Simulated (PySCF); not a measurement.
Method: σ from GIAO-PBE0/pcSseg-1, geometry from GFN2-xTB, in PySCF 2.14 (non-relativistic, averaged over atoms made equivalent by symmetry, fast rotation or ring inversion, no solvent model, one computed conformer).

δ = σ(ref) − σ, references computed at the same level: TMS for 1H (31.72 ppm) and 13C (186.93 ppm). Shifts are as computed. Against solution values, carbons near 30 ppm lie about +3 ppm off and those near 130 ppm about +5 ppm; carbons on Cl a further +6 ppm. Of 1211 compounds with measured shifts, 218 miss one by over three times the rms of a fit or turn the order of signals round; such compounds aren't used in these exercises. Carbons bonded to Cl come out too deshielded.

(1) Order these molecules by the shift of their most deshielded carbon-bound hydrogen, lowest δ first.
A. CC(=O)O[SiH2]F
B. C/C(C=O)=C/C=C\[SiH2]C#N
C. C[SiH2]C#C[SiH2]N([SiH3])[SiH3]
D. C=Cc1cpc(Cl)o1
E. C#C[C@@H]1[SiH2]CCO[C@H]1C#N

(2) Order these molecules by the shift of their most deshielded carbon, lowest δ first.
A. C[SiH2]C#C[SiH2]N([SiH3])[SiH3]
B. C/C(C=O)=C/C=C\[SiH2]C#N
C. CC(=O)O[SiH2]F

(3) How many 13C and 1H signals does each give (equivalence by symmetry and fast rotation, but not about amide C–N or C=N bonds)? `CC(=O)O[SiH2]F`, `C[SiH2]C#C[SiH2]N([SiH3])[SiH3]`, `C#C[C@@H]1[SiH2]CCO[C@H]1C#N`, `C/C(C=O)=C/C=C\[SiH2]C#N`, `C=Cc1cpc(Cl)o1`

## Answers

(1) C (0.34 ppm, hydrogen on a methyl carbon bonded to Si), A (2.18 ppm, hydrogen on a methyl carbon α to a carbonyl), E (5.08 ppm, hydrogen on an sp3 CH bonded to O, α to a nitrile), D (7.03 ppm, hydrogen on an aromatic CH), B (10.71 ppm, hydrogen on an aldehyde carbonyl carbon).

(2) A (118.9 ppm, alkyne carbon), C (175.9 ppm, carbonyl carbon), B (192.8 ppm, aldehyde carbonyl carbon).

(3) CC(=O)O[SiH2]F: 2 C, 2 H; C[SiH2]C#C[SiH2]N([SiH3])[SiH3]: 3 C, 4 H; C#C[C@@H]1[SiH2]CCO[C@H]1C#N: 7 C, 9 H; C/C(C=O)=C/C=C\[SiH2]C#N: 7 C, 6 H; C=Cc1cpc(Cl)o1: 5 C, 4 H.
